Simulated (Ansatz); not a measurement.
Geometry optimisation, RKS PBE0-D4/def2-SVP in Ansatz 0.2.0.

Input:

```yaml
crystal:
  periodic: [false, false, false]
  atoms:
    - { symbol: F, position_ang: [-1.25268, -0.04733, -0.7205] }
    - { symbol: B, position_ang: [0.03933, 0.24859, -0.86137] }
    - { symbol: O, position_ang: [0.88296, 0.13839, 0.14388] }
    - { symbol: S, position_ang: [0.6031, -0.35118, 1.7194] }
    - { symbol: H, position_ang: [0.44259, 0.61368, -1.89519] }
    - { symbol: H, position_ang: [-0.71531, -0.60216, 1.61378] }
basis:
  gaussian: { orbitals: def2-SVP }
hamiltonian:
  xc: pbe0
  dispersion: d4
relax:
  f_tol: 0.02
  max_steps: 50
```

Command:

```bash
$ ansatz run input.yaml --threads 1 --pin off --max-ram 2048MiB --backend cpu --events-out ev --progress --plain --runs-dir out
```

Question: Where does it end, and by what steps?

Answer: It converged. After 4 steps the energy has fallen by 0.050 eV; F1 moved furthest, 0.08 Å.

| step | energy less start (eV) | largest force component (eV/Å) | accepted |
| --- | --- | --- | --- |
| 0 | 0.0000 | 1.234 | yes |
| 1 | -0.0372 | 0.568 | yes |
| 2 | -0.0483 | 0.176 | yes |
| 3 | -0.0500 | 0.102 | yes |
| 4 | -0.0503 | 0.016 | yes |

```xyz
6
Properties=species:S:1:pos:R:3
F -1.234 -0.068 -0.645
B 0.042 0.245 -0.848
O 0.939 0.150 0.149
S 0.579 -0.361 1.722
H 0.420 0.619 -1.927
H -0.746 -0.585 1.549
```

Time of the run: 16 s on 1 thread of Intel(R) Xeon(R) Processor @ 2.70GHz (shared host), peak memory 0.17 GiB.
